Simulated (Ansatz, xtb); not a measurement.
## C5H5NS: which of two isomers lies lower

Structure X: `N#C/C=C\C=C\S`, a singlet. Structure Y: `N#C/C=C\C=C/S`, a singlet. Both are isolated molecules in the gas phase, relaxed with PBE0-D3(BJ)/def2-SVP; the shapes shown needn't be the lowest conformers.

X (Å):

```yaml
atoms:
  - { symbol: C, position_ang: [1.4509, 1.8373, -0.9078] }
  - { symbol: C, position_ang: [2.0346, 0.5906, -0.5519] }
  - { symbol: C, position_ang: [2.3941, 0.2791, 0.7174] }
  - { symbol: C, position_ang: [2.2452, 1.1344, 1.8633] }
  - { symbol: C, position_ang: [2.6296, 0.7480, 3.0992] }
  - { symbol: N, position_ang: [0.9740, 2.8559, -1.1984] }
  - { symbol: S, position_ang: [2.4667, 1.7523, 4.5113] }
  - { symbol: H, position_ang: [2.1868, -0.1267, -1.3620] }
  - { symbol: H, position_ang: [2.8360, -0.7086, 0.8859] }
  - { symbol: H, position_ang: [1.8042, 2.1252, 1.7060] }
  - { symbol: H, position_ang: [3.0697, -0.2425, 3.2518] }
  - { symbol: H, position_ang: [2.9914, 0.8733, 5.3885] }
```

Y (Å):

```tsv
atom	x (Å)	y (Å)	z (Å)
C	-0.4322	0.4733	3.4273
C	-0.6229	-0.8355	2.9030
C	-0.4819	-1.1320	1.5886
C	-0.1287	-0.1927	0.5576
C	0.0109	-0.4968	-0.7519
N	-0.2769	1.5413	3.8563
S	-0.2109	-2.0888	-1.4375
H	-0.8946	-1.6137	3.6202
H	-0.6521	-2.1729	1.2933
H	0.0398	0.8465	0.8555
H	0.2825	0.2910	-1.4585
H	0.0549	-1.7384	-2.7110
```

Quicker runs give these differences E(Y) − E(X): GFN2-xTB +0.003 eV; HF/STO-3G +0.023 eV (at GFN2-xTB geometries); r2SCAN-D4/def2-SVP +0.017 eV (at GFN2-xTB geometries).

**Question.** Estimate E(Y) − E(X) at the level CCSD(T)/def2-SVP + ΔMP2/def2-TZVPP.

**Answer.** CCSD(T)/def2-SVP + ΔMP2/def2-TZVPP gives E(Y) − E(X) = +0.004 eV, slightly favouring structure X, which is too small a margin to settle the true order.

The same difference at several levels:

| level | geometry | E(Y) − E(X) (eV) | departure from the last row (eV) | job, with rough time for the two |
| --- | --- | --- | --- | --- |
| GFN2-xTB | GFN2-xTB | +0.003 | −0.001 | optimisation, 0.48 s |
| HF/STO-3G | GFN2-xTB | +0.023 | +0.019 | single point, 1.5 s |
| r2SCAN-D4/def2-SVP | GFN2-xTB | +0.017 | +0.013 | single point, 9.6 s |
| PBE0-D3(BJ)/def2-SVP | PBE0-D3(BJ)/def2-SVP | +0.008 | +0.004 | optimisation, 99 s |
| HF/def2-SVP | PBE0-D3(BJ)/def2-SVP | +0.018 | +0.014 | part of the CCSD(T) run |
| MP2/def2-SVP | PBE0-D3(BJ)/def2-SVP | +0.013 | +0.008 | part of the CCSD(T) run |
| CCSD(T)/def2-SVP | PBE0-D3(BJ)/def2-SVP | +0.012 | +0.007 | single point |
| CCSD(T)/def2-SVP + ΔMP2/def2-TZVPP | PBE0-D3(BJ)/def2-SVP | +0.004 |  | single point, 2.8 min |

As drawn, both hold the same kinds of bond in the same numbers.

The largest departure from CCSD(T)/def2-SVP + ΔMP2/def2-TZVPP is that of HF/STO-3G, 0.019 eV. The last row adds to CCSD(T) the change of the MP2 difference between the two basis sets, here −0.007 eV.

With thermal terms from frequencies at re-optimised GFN2-xTB minima (ideal gas, soft modes damped towards free rotors, one conformer each, 298.15 K, 1 atm): the zero-point term adds +0.004 eV; ΔH is +0.006 and ΔG +0.012 eV.

The correlated steps freeze 11 core orbitals. Run with Ansatz 0.2.0, xtb 6.7.1; the last row on 2 threads of Intel(R) Xeon(R) Processor @ 2.50GHz (Skylake/Cascade Lake) on a shared host.
